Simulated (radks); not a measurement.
Values are calculated unless marked as measured or tabulated.
Problem. The mean radii <r> (bohr) of the occupied orbitals of an atom or ion are listed with their occupations. Code: a radial shooting solver on a logarithmic mesh with Libxc functionals. Model: scalar-relativistic Kohn-Sham, AM05, spin-polarised, spherical densities, finite nucleus; Fermi nuclear charge, rms radius of each element as measured or else 0.836 A^(1/3) + 0.57 fm.

orbital  occ.     <r>
1s up       1  0.2724
1s down     1  0.2713
2s up       1   1.560
2s down     1   1.626
2p up       2   1.738

Name the element and its charge. Open shells, if any, are filled with parallel spins first.

Solution. Z = 6, carbon, charge 0: C in [He] 2s2 2p2. The 1s radius gives Z: for a bare nucleus <r> = (2 gamma + 1)/(2Z) with gamma = sqrt(1 - (Z/c)^2), 0.2498 bohr for Z = 6, and screening makes it slightly larger (0.2724 here). The occupations add up to 6, and the charge is Z minus that.
